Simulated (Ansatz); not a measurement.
Consider the hydrogenolysis of the Si–Si bond: `O[SiH2]S[SiH2][SiH3]` + H₂ → `O[SiH2]S[SiH3]` + SiH₄.

Gas-phase electronic energies from Ansatz, PBE0-D4/def2-TZVP geometries. CBS: MP2 limit from def2 TZ/QZ plus the TZ coupled-cluster correction, frozen cores. This one scheme is used for every species. DFT in def2-TZVPP. B3LYP here is the variant with VWN-RPA as its local correlation; programs differ in this. Each species was taken in one conformer, which may not be the lowest.

```
             level  ΔE (kcal/mol)  difference from CCSD(T)/CBS
            PBE-D4           -1.0                          3.5
         r2SCAN-D4           -3.3                          1.2
           PBE0-D4           -2.5                          2.0
          B3LYP-D4           -4.7                         -0.2
           ωB97X-V           -5.4                         -0.9
           ωB97M-V           -5.9                         -1.4
            B2PLYP           -7.0                         -2.5
               PBE           -2.9                          1.6
            r2SCAN           -3.8                          0.7
              PBE0           -4.3                          0.2
             B3LYP           -7.8                         -3.3
     HF/def2-TZVPP          -13.2                         -8.7
    MP2/def2-TZVPP           -5.4                         -0.9
SCS-MP2/def2-TZVPP           -7.3                         -2.8
   CCSD/def2-TZVPP           -7.0                         -2.5
CCSD(T)/def2-TZVPP           -5.6                         -1.1
     HF/def2-QZVPP          -13.2                         -8.7
    MP2/def2-QZVPP           -4.8                         -0.3
SCS-MP2/def2-QZVPP           -6.7                         -2.2
      HF/CBS(def2)          -13.2                         -8.7
     MP2/CBS(def2)           -4.3                          0.2
    CCSD/CBS(def2)           -5.9                         -1.4
       CCSD(T)/CBS           -4.5                            0
```

Largest T1 diagnostic among the species: 0.012.

The D4 term adds +3.1 kcal/mol with B3LYP and +1.8 kcal/mol with PBE0; it sums over pairs of atoms, weighted by their polarisabilities, and B3LYP, whose exchange is more repulsive, gets the larger term. In def2-TZVPP, CCSD(T) changes the Hartree–Fock value by +7.6 kcal/mol (the triples alone add +1.4 kcal/mol) and MP2 by +7.8 kcal/mol.
